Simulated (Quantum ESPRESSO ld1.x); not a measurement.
Species: I2+. Configuration: [Kr] 4d8 5s1.5 5p5.5 (fractional occupations, a model configuration). Calculated with ld1.x of Quantum ESPRESSO 7.5: scalar-relativistic Kohn-Sham, LDA (Slater exchange, Perdew-Zunger correlation), spin-unpolarised, spherical densities, point nucleus. Some entries of the table are withheld. Estimate them.

| orbital | occ. | eigenvalue (eV) | <r^2> (bohr^2) | r(max) (bohr) |
|---|---|---|---|---|
| 1s | 2 | (1) | 0.001006 | 0.01756 |
| 2s | 2 | -5134.138 | 0.01622 | 0.09922 |
| 2p | 6 | -4614.939 | 0.01283 | 0.07950 |
| 3s | 2 | -1068.345 | 0.1130 | 0.2859 |
| 3p | 6 | (2) | 0.1131 | 0.2795 |
| 3d | 10 | -647.670 | 0.09850 | 0.2314 |
| 4s | 2 | -217.584 | 0.6057 | 0.6772 |
| 4p | 6 | -164.037 | 0.6919 | 0.7098 |
| 4d | 8 | -85.350 | 0.9103 | 0.7647 |
| 5s | 1.5 | -41.397 | 3.495 | 1.592 |
| 5p | 5.5 | -28.391 | 4.721 | 1.808 |

Answer. 
(1) 1s eigenvalue (eV): -32989.773
(2) 3p eigenvalue (eV): -900.106
